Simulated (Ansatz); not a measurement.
Isolated molecules relaxed with PBE0-D4/def2-TZVP in Ansatz; ΔE leaves out vibrations. CBS: MP2 limit from def2 TZ/QZ plus the TZ coupled-cluster correction, frozen cores. This one scheme is used for every species. Functionals use def2-TZVPP. B3LYP here is the variant with VWN-RPA as its local correlation; programs differ in this. Triplets are unrestricted, without spin–orbit coupling. For Ge outer-core shells are correlated without core-valence functions, which leaves a few kJ/mol of doubt a bond. Scalar relativity is left out up to krypton. One conformer a species, not always the lowest.

`CN[CH2][GeH3]` → `[CH2]` (triplet) + `N[CH2][GeH3]`  (formal loss of a carbene)

(1) Is it downhill or uphill in electronic energy at CCSD(T)/CBS, and by how much? (Estimate.)

(2) What do these levels give: PBE-D4, ωB97X-V, PBE0, B3LYP, HF/def2-QZVPP, HF/CBS(def2)? (Best estimate.)

Largest T1 diagnostic among the species: 0.011.

Answers

(1) Computed: Uphill: ΔE = +410.4 kJ/mol.

(2) Ansatz gave: PBE-D4 418.1, ωB97X-V 422.8, PBE0 403.5, B3LYP 395.4, HF/def2-QZVPP 266.2, HF/CBS(def2) 266.2 kJ/mol.

In def2-TZVPP, CCSD(T) changes the Hartree–Fock value by +134.3 kJ/mol (the triples alone add +11.3 kJ/mol) and MP2 by +146.1 kJ/mol. From PBE to PBE0 (25 % exact exchange), in def2-TZVPP and without D4, ΔE moves by −8.4 kJ/mol. The D4 term adds +9.7 kJ/mol with B3LYP and +5.3 kJ/mol with PBE0; it sums over pairs of atoms, weighted by their polarisabilities, and B3LYP, whose exchange is more repulsive, gets the larger term.
